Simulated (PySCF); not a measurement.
# Basis-set dependence of population analyses: `COc1ccoc1`

Species: C5H6O2.
Cartesian coordinates in Å at the PBE0-D3(BJ)/def2-SVP level; atoms count from 1:
```
atom  x, y, z in Å
C1    -2.0321    0.0542   -0.0768
O2    -0.9476    0.8972   -0.3489
C3     0.2658    0.3666   -0.1417
C4     1.4849    1.0818   -0.3663
C5     2.4784    0.2077   -0.0442
O6     1.9735   -0.9705    0.3541
C7     0.6201   -0.8834    0.2978
H8    -2.0110   -0.8485   -0.7147
H9    -2.0397   -0.2636    0.9819
H10   -2.9478    0.6207   -0.2876
H11    1.5810    2.1053   -0.7189
H12    3.5624    0.2892   -0.0520
H13    0.0623   -1.7660    0.5928
```

PBE0 throughout (PySCF), one geometry, spherical d and f functions. Geometry: PBE0-D3(BJ)/def2-SVP, one conformer, isolated molecule. The first 7 of 11 kinds of atom are listed.

Mulliken charges (e):

```
        basis  functions      C1      O2      C3      C4      C5      O6      C7
       STO-3G         41  -0.123  -0.187  +0.063  -0.136   0.000  -0.135  -0.046
     pcSseg-0         75  -0.317  -0.684  +0.106  -0.205  +0.098  -0.632  +0.154
        6-31G         75  -0.257  -0.549  +0.175  -0.159  +0.057  -0.491  +0.074
       6-31G*        110  -0.290  -0.490  +0.288  -0.254  +0.060  -0.407  -0.015
      cc-pVDZ        128  +0.051  -0.271  +0.098  -0.087  +0.125  -0.172  +0.044
     def2-SVP        128  +0.109  -0.333  +0.170  -0.088  +0.127  -0.236  +0.001
     pcSseg-1        149  -0.050  -0.462  +0.137  -0.197  +0.175  -0.369  +0.089
  aug-cc-pVDZ        215  +0.668  -0.688  +0.554  +1.081  +0.224  -0.432  +0.580
6-311+G(2d,p)        225  -0.292  -0.369  +0.281  -0.154  +0.015  -0.291  -0.030
    def2-TZVP        253  -0.233  -0.247  +0.226  -0.259  +0.019  -0.186  -0.141
      cc-pVTZ        294  -0.120  -0.192  +0.157  -0.226  -0.005  -0.132  -0.145
     IGLO-III        305  -0.238  -0.262  +0.214  -0.164  +0.077  -0.263  -0.048
```

IAO charges (e):

| basis | functions | C1 | O2 | C3 | C4 | C5 | O6 | C7 |
| --- | --- | --- | --- | --- | --- | --- | --- | --- |
| STO-3G | 41 | -0.256 | -0.168 | +0.048 | -0.218 | -0.044 | -0.092 | -0.113 |
| pcSseg-0 | 75 | -0.222 | -0.294 | +0.117 | -0.240 | +0.004 | -0.216 | -0.103 |
| 6-31G | 75 | -0.241 | -0.300 | +0.125 | -0.236 | -0.006 | -0.217 | -0.111 |
| 6-31G* | 110 | -0.201 | -0.317 | +0.150 | -0.243 | +0.020 | -0.231 | -0.092 |
| cc-pVDZ | 128 | -0.200 | -0.313 | +0.149 | -0.248 | +0.017 | -0.226 | -0.098 |
| def2-SVP | 128 | -0.191 | -0.311 | +0.146 | -0.243 | +0.020 | -0.226 | -0.094 |
| pcSseg-1 | 149 | -0.199 | -0.318 | +0.146 | -0.246 | +0.017 | -0.233 | -0.098 |
| aug-cc-pVDZ | 215 | -0.207 | -0.324 | +0.151 | -0.251 | +0.016 | -0.234 | -0.100 |
| 6-311+G(2d,p) | 225 | -0.209 | -0.326 | +0.152 | -0.250 | +0.017 | -0.236 | -0.099 |
| def2-TZVP | 253 | -0.206 | -0.326 | +0.154 | -0.252 | +0.019 | -0.236 | -0.098 |
| cc-pVTZ | 294 | -0.208 | -0.323 | +0.153 | -0.252 | +0.018 | -0.235 | -0.099 |
| IGLO-III | 305 | -0.209 | -0.327 | +0.152 | -0.252 | +0.017 | -0.237 | -0.099 |

Hirshfeld charges (e):

| basis | functions | C1 | O2 | C3 | C4 | C5 | O6 | C7 |
| --- | --- | --- | --- | --- | --- | --- | --- | --- |
| STO-3G | 41 | +0.046 | -0.100 | +0.027 | -0.089 | +0.005 | -0.025 | -0.048 |
| pcSseg-0 | 75 | -0.021 | -0.110 | +0.030 | -0.102 | +0.005 | -0.063 | -0.051 |
| 6-31G | 75 | -0.012 | -0.131 | +0.034 | -0.097 | +0.006 | -0.084 | -0.047 |
| 6-31G* | 110 | -0.015 | -0.120 | +0.034 | -0.099 | +0.006 | -0.076 | -0.043 |
| cc-pVDZ | 128 | -0.029 | -0.096 | +0.029 | -0.105 | +0.003 | -0.054 | -0.048 |
| def2-SVP | 128 | -0.030 | -0.103 | +0.034 | -0.105 | +0.006 | -0.061 | -0.046 |
| pcSseg-1 | 149 | -0.030 | -0.112 | +0.035 | -0.104 | +0.008 | -0.073 | -0.041 |
| aug-cc-pVDZ | 215 | -0.038 | -0.116 | +0.034 | -0.103 | +0.006 | -0.081 | -0.037 |
| 6-311+G(2d,p) | 225 | -0.029 | -0.119 | +0.031 | -0.102 | +0.007 | -0.083 | -0.037 |
| def2-TZVP | 253 | -0.034 | -0.114 | +0.034 | -0.103 | +0.006 | -0.077 | -0.039 |
| cc-pVTZ | 294 | -0.036 | -0.109 | +0.035 | -0.104 | +0.005 | -0.071 | -0.041 |
| IGLO-III | 305 | -0.038 | -0.116 | +0.034 | -0.103 | +0.006 | -0.080 | -0.038 |

Q: Which scheme is steadiest as the basis changes?

A: Largest range over the bases for any column: Hirshfeld 0.08 e, IAO 0.16 e, Mulliken 1.34 e. Hirshfeld charges move least and Mulliken charges most, counted in e. Without the minimal STO-3G basis the ranges are Hirshfeld 0.04, IAO 0.05, Mulliken 1.34 e.

Q: How much do the charges still move between the two largest bases, cc-pVTZ and IGLO-III?

A: At most, over all atoms: Mulliken 0.132 e, IAO 0.003 e, Hirshfeld 0.008 e.

Q: What do the same runs give for the total energy, the frontier levels and the dipole moment?

A: 
```csv
basis,energy (Eh),HOMO (eV),LUMO (eV),μ (D)
STO-3G,-339.7710,-3.67,3.66,1.05
pcSseg-0,-343.3433,-6.46,0.48,1.25
6-31G,-344.0324,-6.19,0.73,1.16
6-31G*,-344.1452,-5.95,0.92,0.99
cc-pVDZ,-344.1754,-6.06,0.72,0.99
def2-SVP,-343.9017,-6.19,0.61,1.02
pcSseg-1,-344.1133,-6.27,0.47,1.07
aug-cc-pVDZ,-344.1965,-6.24,-0.02,0.96
"6-311+G(2d,p)",-344.2513,-6.25,0.29,0.98
def2-TZVP,-344.2835,-6.22,0.42,0.94
cc-pVTZ,-344.2723,-6.18,0.49,0.93
IGLO-III,-344.2878,-6.24,0.33,0.96
```

The dipole is fixed by the density alone, so its range of 0.32 D shows that the density itself changes with the basis, not only its division among atoms.
